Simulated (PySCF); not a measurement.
**Bond length, frequency and bond energy of CaAs⁺ by level of theory**

State: ³Σ⁻ (triplet), unpaired electrons π ↑↑. Set-up: PySCF, no relativity, basis sets Ca aug-pcseg-1, As aug-pcseg-1. De refers to Ca⁺ + As in their high-spin ground configurations, without counterpoise correction. The functionals are run spin-unrestricted. A positive dipole points towards As; it is taken about the centre of mass and depends on that origin. Levels whose curve was spin-contaminated or gave no clean fit are not listed.

```tsv
Level	Re (Å)	ωe (cm⁻¹)	De (eV)	μ (D)
UHF-CCSD	2.908	203	0.90	n/a
UHF-CCSD(T)	2.900	209	0.96	n/a
PBE	2.761	246	1.85	-10.72
r²SCAN	2.746	258	1.76	-11.79
PBE0	2.755	251	1.60	-11.61
M06	2.746	261	1.83	-11.95
MN15	2.755	237	1.50	-11.90
ωB97X	2.734	266	1.86	-12.71
B2PLYP	2.810	236	1.32	-12.18
```

(1) Which functional lies closest to UHF-CCSD(T) in De, which farthest, and by how much do they differ from it?

(2) What does a quarter of exact exchange do here, going from PBE to PBE0?

(3) What does the step from GGA to meta-GGA do here, going from PBE to r²SCAN?

Correlated steps freeze 14 core orbitals. Correlated levels converge slowly with the basis: in double zeta they bind strong bonds too weakly, by up to about 1 eV, and carry superposition errors of some tenths. Spin–orbit coupling is left out. For an ion De counts to the pair picked by the measured ionisation energies or electron affinities, which need not be the lowest pair at this level. B2PLYP dipoles, levels and charges come from its SCF part alone. The state is the lowest determinant that a PBE0 search found; another state may lie lower at other levels.

Answers

(1) Closest is B2PLYP (-9.0 pm in Re, +12.9 % in ωe, +0.36 eV in De against UHF-CCSD(T) in the same basis), farthest ωB97X (-16.6 pm in Re, +27.3 % in ωe, +0.90 eV in De). CCSD(T) converges more slowly with the basis than the functionals do and binds too weakly in this one, so the order can change at the basis-set limit.

(2) PBE0 less PBE: -0.6 pm in Re, +2.0 % in ωe, -0.25 eV in De. Exact exchange removes part of the self-interaction that spreads semilocal densities, and in most molecules shortens and stiffens the bond and lowers De; so it does here.

(3) r²SCAN less PBE: -1.5 pm in Re, +4.9 % in ωe, -0.09 eV in De.
